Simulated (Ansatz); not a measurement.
Species: CH6GeN (charge 0, doublet). It need not be the lowest isomer of its formula. 
Geometry from a B3LYP-D3(BJ)/def2-TZVP (Ansatz, a quantum-chemistry and plane-wave program) optimisation:
```
N
C 1 1.4323
H 2 1.0937 1 110.85
H 2 1.0996 3 109.24 1 127.13
H 2 1.1031 3 106.95 4 114.07
Ge 1 1.8735 2 116.81 3 165.91
H 6 1.5349 1 107.25 2 -148.46
H 6 1.5416 7 110.02 1 116.40
H 6 1.5468 7 110.74 8 121.47
```
Charge 0, spin multiplicity 2.

Total electronic energies in hartree. Valence correlation only, unless marked. UHF or UKS for open shells. Spin-orbit coupling is left out. Frozen are the shells of the preceding noble gas and the d and f shells that filled before the atom's block. Non-relativistic. Basis-set limits of correlation are two-point, X^-3; Hartree-Fock from the larger set.

| level | program | energy (Eh) |
|---|---|---|
| HF/aug-cc-pVDZ | Ansatz | -2171.10202 |
| RI-HF/aug-cc-pVTZ | Ansatz | -2171.19878 |
| BLYP-D4/def2-TZVPD | Ansatz + dftd4 | -2173.45269 |
| B3LYP-D4/def2-TZVPD | Ansatz + dftd4 | -2173.49405 |
| B3LYP/def2-TZVPD | Ansatz | -2173.48568 |
| PBE0/def2-TZVPD | Ansatz | -2173.05184 |
| BHLYP-D4/def2-TZVPD | Ansatz + dftd4 | -2173.36016 |
| HSE06/def2-TZVPD | Ansatz | -2173.04656 |
| CAM-B3LYP-D3(BJ)/def2-TZVPD | Ansatz + dftd3 | -2173.50687 |
| LC-wPBE-D3(BJ)/def2-TZVPD | Ansatz + dftd3 | -2173.10613 |
| LC-wPBE-D4/def2-TZVPD | Ansatz + dftd4 | -2173.10679 |
| B2GP-PLYP-D3(BJ)/def2-TZVPD | Ansatz + dftd3 | -2172.76086 |
| MP2/cc-pVTZ | Ansatz | -2171.66913 |
| MP2/aug-cc-pVQZ | Ansatz | -2171.71729 |
| SCS-MP2/cc-pVDZ | Ansatz | -2171.47956 |
| CCSD/aug-cc-pVTZ | Ansatz | -2171.72648 |
| CCSD/aug-cc-pVQZ | Ansatz | -2171.75738 |
| CCSD/CBS(aug-cc-pVTZ,aug-cc-pVQZ) | Ansatz | -2171.7731 |
| CCSD(T)/6-31G | Ansatz | -2171.00114 |
| CCSD(T)/cc-pVDZ | Ansatz | -2171.53661 |
| CCSD(T)/cc-pVTZ | Ansatz | -2171.73464 |
| CCSD(T)/aug-cc-pVQZ | Ansatz | -2171.77840 |
| CCSD(T)/CBS(aug-cc-pVTZ,aug-cc-pVQZ) | Ansatz | -2171.7951 |

Totals of different functionals don't rank their quality; only differences between species are comparable.
